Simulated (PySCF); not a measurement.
C5H4ClOP.
Cartesian coordinates in Å at the GFN2-xTB level; atoms count from 1:
```xyz
12
C5H4ClOP angstrom
C     -2.024   -0.680   -0.636
C     -1.367    0.222    0.086
C      0.071    0.272    0.208
C      0.812    1.167    0.931
P      2.541    0.859    0.799
C      2.113   -0.456   -0.226
Cl     3.152   -1.564   -1.004
O      0.810   -0.648   -0.447
H     -1.502   -1.446   -1.184
H     -3.097   -0.679   -0.699
H     -1.890    0.991    0.636
H      0.380    1.961    1.510
```

Probes without a nucleus sit at each ring's centroid and 1 Å off its mean plane on both sides; NICS is minus the shielding there, NICSzz its component along the normal. Level: GIAO PBE0/pcSseg-1 (PySCF, non-relativistic, gas phase) on the GFN2-xTB geometry, one conformer.

Ring bond lengths (Å), with Mayer bond orders in brackets: C3–C4 1.369 (1.48), C4–P5 1.761 (1.15), P5–C6 1.721 (1.43), C6–O8 1.335 (1.09), O8–C3 1.349 (1.03).

**Question.** Give the NICS values of each ring in ppm.

**Answer.** 
```csv
ring,type,NICS(0),"NICS(1), two faces","NICS(1)zz, two faces",rms pucker (Å),"centre to ring atoms, mean (Å)"
C3–C4–P5–C6–O8,5-membered ring with O and P; formal bonds all aromatic,-10.2,-9.5 / -9.5,-20.8 / -20.8,0.00,1.27
```

**Question.** What can be read from them?

**Answer.** 
- C3–C4–P5–C6–O8: mean NICS(1)zz -20.8 ppm, shielded.

**Question.** And the bond-length index? HOMA takes Krygowski's 1993 parameters.

**Answer.** 
- C3–C4–P5–C6–O8: HOMA 0.50; the largest term is that of O8–C3, α(R − Ropt)² = 1.11.

**Question.** At the second NICS(1) probe listed for ring C3–C4–P5–C6–O8, 1 Å off the ring, how large is the induced field along the normal in 14.1 T applied along it?

**Answer.** NICSzz × B0 = -20.8 ppm × 14.1 T = -293 μT, against the applied field.

**Question.** What are the shieldings of the ring atoms and their hydrogens in the same run (means over atoms taken as equivalent)?

**Answer.** 
```json
{"atoms": "C3", "environment": "substituted aromatic carbon", "σ isotropic (ppm)": "22.8", "principal values of the symmetric part, first atom (ppm)": "-57.4, 33.6, 92.1"}
{"atoms": "C4", "environment": "aromatic CH carbon", "σ isotropic (ppm)": "52.7", "principal values of the symmetric part, first atom (ppm)": "-45.0, 54.7, 148.5"}
{"atoms": "P5", "environment": "phosphorus bonded to 2 C", "σ isotropic (ppm)": "196.3", "principal values of the symmetric part, first atom (ppm)": "10.1, 136.2, 442.5"}
{"atoms": "C6", "environment": "aromatic C–Cl carbon", "σ isotropic (ppm)": "-5.3", "principal values of the symmetric part, first atom (ppm)": "-139.3, 60.1, 63.1"}
{"atoms": "O8", "environment": "furan-type oxygen", "σ isotropic (ppm)": "-15.1", "principal values of the symmetric part, first atom (ppm)": "-193.8, -48.5, 197.1"}
{"atoms": "H12", "environment": "aromatic hydrogen", "σ isotropic (ppm)": "24.69", "principal values of the symmetric part, first atom (ppm)": "22.8, 23.9, 27.3"}
```
